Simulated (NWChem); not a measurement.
System: As, quartet

NWChem input:

```
start job
memory heap 200 mb stack 900 mb global 1100 mb
geometry units angstroms noautoz
  As     0.000000     0.000000     0.000000
end
basis spherical
  * library 6-31g*
end
dft
  odft
  mult 4
  xc xcamb88 1.00 lyp 0.81 vwn_5 0.19 hfexch 1.00
  cam 0.33 cam_alpha 0.19 cam_beta 0.46
  iterations 150
  mulliken
end
task dft energy
```

No stability test was run on the SCF state.

Q: Give the results of this calculation. (CAM-B3LYP/6-31G* (spherical d), spin-unrestricted.) Quantities: energy (Ha); highest occupied level (eV); lowest empty minus highest occupied level, either spin (eV); <S²>.

A: 
* **energy (Ha)**: -2235.64
* **highest occupied level (eV)**: -8.24
* **lowest empty minus highest occupied level, either spin (eV)**: 6.49
* **<S²>**: 3.75
